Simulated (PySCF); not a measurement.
How far are cheaper levels from CCSD(T)/CBS for BeH?

PySCF; the state is a doublet (σ ↑). The composite is CCSD(T) extrapolated to the basis-set limit from two correlation-consistent sets, with core-valence (CV) and scalar-relativistic (SR) terms as its label shows; it has no spin–orbit coupling and nothing beyond (T). Here it is CCSD(T)/CBS(TQ)+CV+SR. It gives Re = 1.342 Å, ωe = 2063 cm⁻¹ and De = 2.18 eV to Be + H.

```
      level          basis     relativity  Re (Å)  ωe (cm⁻¹)  De (eV)
        UHF     def2-TZVPP  no relativity   1.347       2108     2.15
    UHF-MP2        pcseg-1  no relativity   1.338       2136     2.10
   UHF-CCSD    aug-pcseg-1  no relativity   1.349       2039     1.85
UHF-CCSD(T)        pcseg-1  no relativity   1.347       2060     1.81
UHF-CCSD(T)    aug-pcseg-1  no relativity   1.350       2034     1.86
       TPSS  jorge-DZP-DKH  spin-free X2C   1.366       1988     2.55
      B3LYP      def2-SVPD  no relativity   1.344       2071     2.54
       PBE0  jorge-DZP-DKH  spin-free X2C   1.362       2013     2.35
       PBE0      def2-SVPD  no relativity   1.352       2051     2.45
  BHandHLYP     def2-TZVPP  no relativity   1.340       2085     2.45
```

Question: Give the difference of each row from the composite.

Answer: 

```csv
level,basis,ΔRe (pm),Δωe (%),ΔDe (eV)
UHF,def2-TZVPP,+0.5,+2.2,-0.03
UHF-MP2,pcseg-1,-0.4,+3.5,-0.08
UHF-CCSD,aug-pcseg-1,+0.7,-1.2,-0.33
UHF-CCSD(T),pcseg-1,+0.5,-0.1,-0.37
UHF-CCSD(T),aug-pcseg-1,+0.8,-1.4,-0.32
TPSS,jorge-DZP-DKH,+2.4,-3.6,+0.37
B3LYP,def2-SVPD,+0.2,+0.4,+0.36
PBE0,jorge-DZP-DKH,+2.0,-2.4,+0.17
PBE0,def2-SVPD,+1.0,-0.6,+0.27
BHandHLYP,def2-TZVPP,-0.2,+1.1,+0.27
```

Question: Which rows come closest in De?

Answer: UHF in def2-TZVPP (-0.03 eV), counted from the composite.

Correlated steps freeze the inner cores (0 to 1 orbitals); shallow outer-core shells are correlated. Correlated levels converge slowly with the basis: in double zeta they bind strong bonds too weakly, by up to about 1 eV, and carry superposition errors of some tenths. The state was picked by a PBE0 search and need not be the measured ground state.
